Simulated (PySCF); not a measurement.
# P (phosphorus, neutral): UHF calculation

Configuration: [Ne] 3s1 3p4, high-spin 4P determinant (an excited configuration). Computed with PySCF 2.14 in aug-cc-pVQZ-DK (7s6p4d3f2g, 84 functions), with scalar relativity by spin-free X2C-1e.

* Total energy: -341.241173 hartree
* One-electron energy: -471.4768 hartree
* Hartree (Coulomb) energy: 152.9465 hartree
* Exchange energy: -22.7108 hartree
* ⟨S²⟩: 3.7976
* ⟨L²⟩: 2.018
* Sum of ⟨r⟩: 15.38 bohr
* Sum of ⟨r²⟩: 32.95 bohr²
* Traceless quadrupole moment −½Σ⟨3z² − r²⟩ along its main axis: -3.32 e·bohr²
* Langevin diamagnetic susceptibility: -26.1 ×10⁻⁶ cm³/mol

| shell | electrons | mean orbital energy (hartree) | spread (hartree) | rms radius, mean of both spins (bohr) |
| --- | --- | --- | --- | --- |
| 1s α | 1 | -80.27395 | 0 | 0.120 |
| 1s β | 1 | -80.24074 | 0 | 0.120 |
| 2s α | 1 | -7.63415 | 0 | 0.561 |
| 2s β | 1 | -7.58131 | 0 | 0.561 |
| 2p α | 3 | -5.49522 | 0.01231 | 0.539 |
| 2p β | 3 | -5.44750 | 0.01107 | 0.539 |
| 3s α | 1 | -0.89988 | 0 | 2.01 |
| 3p α | 3 | -0.43648 | 0.05055 | 2.57 |
| 3p β | 1 | -0.23788 | 0 | 2.57 |

Densities and radii are taken from the X2C orbitals without a picture-change correction, which distorts them close to the nucleus.

Spin-orbit constants ζ (cm⁻¹) from the X2C one-electron operator on these orbitals: bare nucleus, nucleus screened by l(l+1)(2l+1)/3 electrons, and screened by the Breit-Pauli mean field of the electrons.

```csv
shell,bare,screened nucleus,mean field
2p,5458,4730,4402
3p,327.3,283.7,260.1
```

To first order the Landé constant is A = -86.71 cm⁻¹, so the lowest level has J = 5/2 and lies 0.0161 eV below the centre of the term. This holds in LS coupling only.
